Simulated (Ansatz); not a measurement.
A run for Ansatz (a program for electronic structure): U-PBE0/def2-TZVPP on BH3N (SMILES B[NH]), 2S+1 = 2.

Ansatz 0.2 input:
```yaml
crystal:
  periodic: [false, false, false]
  atoms:
    - {symbol: B, position_ang: [-0.67887098, 0.13163637, 0.01693612]}
    - {symbol: N, position_ang: [0.61666953, -0.16105184, -0.01831766]}
    - {symbol: H, position_ang: [-1.52050247, -0.72313038, -0.03405966]}
    - {symbol: H, position_ang: [-1.01596510, 1.28851221, 0.10253962]}
    - {symbol: H, position_ang: [1.61413577, -0.09620077, -0.02493694]}
basis:
  gaussian:
    orbitals: def2-TZVPP
hamiltonian:
  xc: {name: PBE0}
magnetization: {spin_polarized: true, initial_magnetization: 1}
accuracy: high
relax: {f_tol: 0.0005, max_steps: 60}
output: {forces: true}
```

It printed:

```
Functional definition: PBE0
[...]
integrals: 0.14 GiB planned
1826 factors; integrals over basis functions are off by at most 2.0e-9 eV
mean field: 0.50 GiB planned
mean field evaluation 1: about -2206.8804 eV, gradient 3.3e1 eV
mean field evaluation 2: about -2199.5031 eV, gradient 5.0e1 eV
mean field evaluation 4: about -2211.6062 eV, gradient 2.8e0 eV
mean field evaluation 8: about -2211.6578 eV, gradient 3.3e-2 eV
mean field evaluation 16: about -2211.6578 eV, gradient 1.7e-5 eV
mean field -2211.65781648 eV, -81.2769256401 hartree, gradient 4.8e-8 eV, S^2 0.758895; 0 other end points of the search recorded, 0 dependent functions left out
the calculation of the forces begins
reference -2211.65781898 eV, -81.2769257321 hartree; 8, 7 occupied and 96, 97 virtual orbitals, 1826 factors
relax step   1: F+E_penalty+E_count = -2211.65781648 eV  Δ(F+E_penalty+E_count) = +0.000e0 eV  max|allowed force component| = 5.629e-2 eV/Å  Δτ_max = 0.0000 Å  (34 SCF iters, accepted)
these checks for a lower state are left out or cut short: starts, cluster_reference, orbital_swaps, neighbouring_geometries, increment
integrals: 0.14 GiB planned
1826 factors; integrals over basis functions are off by at most 2.0e-9 eV
mean field: 0.50 GiB planned
mean field -2211.65808945 eV, -81.2769356717 hartree, gradient 1.9e-8 eV, S^2 0.758891; 0 other end points of the search recorded, 0 dependent functions left out
the calculation of the forces begins
reference -2211.65809196 eV, -81.2769357637 hartree; 8, 7 occupied and 96, 97 virtual orbitals, 1826 factors
relax step   2: F+E_penalty+E_count = -2211.65808945 eV  Δ(F+E_penalty+E_count) = -2.730e-4 eV  max|allowed force component| = 1.841e-2 eV/Å  Δτ_max = 0.0036 Å  (32 SCF iters, accepted)
these checks for a lower state are left out or cut short: starts, cluster_reference, orbital_swaps, neighbouring_geometries, increment
integrals: 0.14 GiB planned
1826 factors; integrals over basis functions are off by at most 2.0e-9 eV
mean field: 0.50 GiB planned
mean field evaluation 32: about -2211.6581 eV, gradient 8.4e-2 eV
mean field -2211.65814599 eV, -81.2769377494 hartree, gradient 1.8e-8 eV, S^2 0.758884; 0 other end points of the search recorded, 0 dependent functions left out
the calculation of the forces begins
reference -2211.65814849 eV, -81.2769378414 hartree; 8, 7 occupied and 96, 97 virtual orbitals, 1826 factors
relax step   3: F+E_penalty+E_count = -2211.65814599 eV  Δ(F+E_penalty+E_count) = -5.654e-5 eV  max|allowed force component| = 9.374e-3 eV/Å  Δτ_max = 0.0026 Å  (31 SCF iters, accepted)
these checks for a lower state are left out or cut short: starts, cluster_reference, orbital_swaps, neighbouring_geometries, increment
integrals: 0.14 GiB planned
1826 factors; integrals over basis functions are off by at most 2.0e-9 eV
mean field: 0.50 GiB planned
mean field -2211.65812546 eV, -81.2769369951 hartree, gradient 1.3e-8 eV, S^2 0.758902; 0 other end points of the search recorded, 0 dependent functions left out
the calculation of the forces begins
reference -2211.65812797 eV, -81.2769370870 hartree; 8, 7 occupied and 96, 97 virtual orbitals, 1826 factors
relax step   4: F+E_penalty+E_count = -2211.65812546 eV  Δ(F+E_penalty+E_count) = +2.053e-5 eV  max|allowed force component| = 6.632e-2 eV/Å  Δτ_max = 0.0126 Å  (38 SCF iters, rejected (line search))
these checks for a lower state are left out or cut short: starts, cluster_reference, orbital_swaps, neighbouring_geometries, increment
integrals: 0.14 GiB planned
1826 factors; integrals over basis functions are off by at most 2.0e-9 eV
mean field: 0.50 GiB planned
mean field -2211.65818820 eV, -81.2769393007 hartree, gradient 2.2e-8 eV, S^2 0.758896; 0 other end points of the search recorded, 0 dependent functions left out
the calculation of the forces begins
reference -2211.65819071 eV, -81.2769393927 hartree; 8, 7 occupied and 96, 97 virtual orbitals, 1826 factors
relax step   5: F+E_penalty+E_count = -2211.65818820 eV  Δ(F+E_penalty+E_count) = -4.221e-5 eV  max|allowed force component| = 1.836e-3 eV/Å  Δτ_max = 0.0062 Å  (33 SCF iters, accepted)
these checks for a lower state are left out or cut short: starts, cluster_reference, orbital_swaps, neighbouring_geometries, increment
integrals: 0.14 GiB planned
1826 factors; integrals over basis functions are off by at most 2.0e-9 eV
mean field: 0.50 GiB planned
mean field -2211.65819176 eV, -81.2769394312 hartree, gradient 4.1e-8 eV, S^2 0.758901; 0 other end points of the search recorded, 0 dependent functions left out
the calculation of the forces begins
reference -2211.65819426 eV, -81.2769395232 hartree; 8, 7 occupied and 96, 97 virtual orbitals, 1826 factors
relax step   6: F+E_penalty+E_count = -2211.65819176 eV  Δ(F+E_penalty+E_count) = -3.552e-6 eV  max|allowed force component| = 1.689e-3 eV/Å  Δτ_max = 0.0028 Å  (31 SCF iters, accepted)
these checks for a lower state are left out or cut short: starts, cluster_reference, orbital_swaps, neighbouring_geometries, increment
integrals: 0.14 GiB planned
1826 factors; integrals over basis functions are off by at most 2.0e-9 eV
mean field: 0.50 GiB planned
mean field evaluation 64: about -2211.6582 eV, gradient 4.3e-7 eV
mean field -2211.65819214 eV, -81.2769394454 hartree, gradient 1.1e-8 eV, S^2 0.758901; 0 other end points of the search recorded, 0 dependent functions left out
the calculation of the forces begins
reference -2211.65819464 eV, -81.2769395374 hartree; 8, 7 occupied and 96, 97 virtual orbitals, 1826 factors
relax step   7: F+E_penalty+E_count = -2211.65819214 eV  Δ(F+E_penalty+E_count) = -3.847e-7 eV  max|allowed force component| = 2.760e-4 eV/Å  Δτ_max = 0.0002 Å  (31 SCF iters, accepted)
integrals: 0.14 GiB planned
1826 factors; integrals over basis functions are off by at most 2.0e-9 eV
mean field: 0.50 GiB planned
mean field -2211.65819214 eV, -81.2769394454 hartree, gradient 1.1e-8 eV, S^2 0.758901; 1 other end points of the search recorded, 0 dependent functions left out
the calculation of the forces begins
reference -2211.65819464 eV, -81.2769395374 hartree; 8, 7 occupied and 96, 97 virtual orbitals, 1826 factors
Total energy: -2211.65819464 eV, -81.2769395374 hartree
Atom 0 at    -0.680862     0.135095     0.017203 Å, force    -0.000197    -0.000164    -0.000009 eV/Å
Atom 1 at     0.615746    -0.153285    -0.017758 Å, force     0.000276    -0.000030    -0.000005 eV/Å
Atom 2 at    -1.514825    -0.730327    -0.034632 Å, force     0.000025     0.000076     0.000005 eV/Å
Atom 3 at    -1.017575     1.293506     0.102911 Å, force    -0.000030     0.000109     0.000008 eV/Å
Atom 4 at     1.612983    -0.105223    -0.025562 Å, force    -0.000075     0.000009     0.000002 eV/Å
Dipole moment:     0.286373     0.012234    -0.002352 e Å
```

The calculation finished and met its thresholds.

Cost: very roughly 50 core-seconds.
